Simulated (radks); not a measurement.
All-electron atom: Tb+ in [Xe] 4f9 6s1. Calculated with a radial shooting solver on a logarithmic mesh with Libxc functionals: scalar-relativistic Kohn-Sham, BLYP, spin-polarised, spherical densities, finite nucleus; open shells are filled with parallel spins first (spin-orbit coupling, left out, can overturn this in heavy ions); Fermi nuclear charge, rms radius 5.06 fm.

Normalised radial functions P(r) = r R(r), r in bohr:

r,5p down,6s down,4f down
0.001667,0.0023,0.0214,0.0000
0.00226,0.0039,0.0267,0.0000
0.003062,0.0065,0.0329,0.0000
0.004184,0.0110,0.0397,0.0000
0.00567,0.0183,0.0460,0.0000
0.007684,0.0299,0.0507,0.0000
0.0105,0.0486,0.0515,0.0000
0.01423,0.0756,0.0452,0.0001
0.01928,0.1124,0.0286,0.0004
0.02634,0.1576,-0.0011,0.0011
0.0357,0.1979,-0.0390,0.0032
0.04838,0.2106,-0.0730,0.0088
0.0661,0.1590,-0.0799,0.0238
0.08958,0.0211,-0.0371,0.0583
0.1214,-0.1727,0.0480,0.1310
0.1659,-0.3024,0.1165,0.2698
0.2248,-0.1994,0.0789,0.4799
0.3047,0.1399,-0.0656,0.7371
0.4162,0.4407,-0.1734,0.9645
0.5641,0.3216,-0.0772,1.0470
0.7645,-0.2049,0.1590,0.9574
1.036,-0.7379,0.2865,0.7569
1.415,-0.9091,0.1325,0.5254
1.918,-0.6949,-0.2127,0.3309
2.6,-0.3593,-0.5146,0.1894
3.552,-0.1182,-0.5865,0.0959
4.814,-0.0235,-0.4200,0.0418
6.524,-0.0023,-0.1911,0.0141
8.912,-0.0001,-0.0484,0.0031
12.08,0.0000,-0.0063,0.0004

5p down: eigenvalue -30.032 eV, 3 radial nodes at r = 0.0928, 0.273, 0.689 bohr, <r> = 1.59 bohr, 90 % of the charge inside 2.34 bohr. 6s down (empty): eigenvalue -8.358 eV, 5 radial nodes at r = 0.0261, 0.103, 0.269, 0.627, 1.61 bohr, <r> = 3.76 bohr, 90 % of the charge inside 5.48 bohr. 4f down: eigenvalue -6.988 eV, 0 radial nodes, <r> = 0.946 bohr, 90 % of the charge inside 1.69 bohr.
